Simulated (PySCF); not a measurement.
TiCl3, SMILES [Cl][Ti+]([Cl])[Cl], charge +1, multiplicity 1. Atoms are numbered in the order given.

```xyz
4

Ti     0.0000     0.0000     0.4818
Cl     1.7134     0.9892    -0.2078
Cl     0.0000    -1.9785    -0.2078
Cl    -1.7134     0.9892    -0.2078
```
Charge +1, spin multiplicity 1.

Geometry: PBE0-D3(BJ)/def2-SVP. The spin state was assumed, not searched. The isomer is the one that the SMILES or the coordinates give; other isomers of the formula were not compared.

Method: CAM-B3LYP/def2-TZVPD in PySCF.

Symmetry labels are those of the subgroup Cs that the program uses (full group C3v).

Computed valence orbital energies around the gap with their symmetry:
```csv
orbital,symmetry,energy (eV)
HOMO−7,A',-18.28
HOMO−6,A",-18.28
HOMO−5,A',-17.75
HOMO−4,A",-17.75
HOMO−3,A',-17.39
HOMO−2,A",-16.78
HOMO−1,A',-16.78
HOMO,A",-16.14
LUMO,A',-8.94
LUMO+1,A",-8.52
LUMO+2,A',-8.52
LUMO+3,A',-7.51
```
